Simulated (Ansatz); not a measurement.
Cost and result for the atomization energy of `O=C(S)C[SeH]` (9 atoms, 8 bonds).

| atom | x (Å) | y (Å) | z (Å) |
| --- | --- | --- | --- |
| O1 | -1.785 | 0.844 | -0.917 |
| C2 | -0.980 | 0.407 | -0.147 |
| S3 | -0.916 | 1.058 | 1.517 |
| C4 | 0.006 | -0.672 | -0.503 |
| Se5 | 1.707 | 0.092 | -1.097 |
| H6 | 0.063 | 0.262 | 1.976 |
| H7 | 0.186 | -1.370 | 0.312 |
| H8 | -0.378 | -1.206 | -1.371 |
| H9 | 2.098 | 0.585 | 0.230 |

Total charge 0; spin multiplicity 1. Correlated methods include outer-core shells of Se, which these sets cover unevenly. Scalar relativity is left out up to krypton. The geometry is a stationary point of PBE0-D4/def2-TZVP. It is one conformer, not always the lowest. Program: Ansatz. All runs use 4 threads of an Arm Neoverse V2 on a shared host. Times are those of one run each, without the atoms' runs, and a repeat can differ threefold. Electronic energies, without spin–orbit coupling; frozen cores. CCSD(T)/CBS adds CCSD(T) − MP2 in def2-TZVPP to the MP2 limit, and its time is that of the two runs behind it. T1 = 0.013. With those shells the extrapolation isn't a true limit. B3LYP takes the VWN-RPA correlation (the form of Gaussian; ORCA's B3LYP/G).

CCSD(T)/CBS is a level of theory with its own doubt, some kJ/mol a heavy atom from the limit and from the frozen cores, so smaller differences don't rank the functionals.

```csv
level,functions,wall time,atomization (kJ/mol),difference from CCSD(T)/CBS,per bond
PBE-D4/def2-TZVPP (with forces),239,2.1 s,3409.4,129.7,16.2
PBE0-D4/def2-TZVPP,239,2.8 s,3303.3,23.6,3.0
B3LYP-D4/def2-TZVPP (with forces),239,4.1 s,3272.8,-6.9,-0.9
r2SCAN-D4/def2-TZVPP (with forces),239,4.3 s,3306.8,27.1,3.4
B2PLYP/def2-TZVPP,239,4.9 s,3232.9,-46.8,-5.8
ωB97X-V/def2-TZVPP,239,7 s,3288.6,8.9,1.1
ωB97M-V/def2-TZVPP (with forces),239,10 s,3284.8,5.1,0.6
MP2/def2-QZVPP,450,19 s,3321.8,42.1,5.3
CCSD(T)/def2-TZVPP,239,2.6 min,3179.4,-100.3,-12.5
CCSD(T)/CBS(def2),–,2.9 min,3279.7,0.0,0.0
```

In def2-TZVPP, CCSD(T) changes the Hartree–Fock value by +979.2 kJ/mol (the triples alone add +77.0 kJ/mol) and MP2 by +1063.0 kJ/mol; breaking electron pairs costs correlation energy, which Hartree–Fock lacks. From PBE to PBE0 (25 % exact exchange), in def2-TZVPP and without D4, the atomization energy moves by −102.4 kJ/mol: exact exchange takes away binding that semilocal exchange gives to molecules. The D4 term adds +39.8 kJ/mol with B3LYP and +20.7 kJ/mol with PBE0; it sums over pairs of atoms, weighted by their polarisabilities, and B3LYP, whose exchange is more repulsive, gets the larger term.
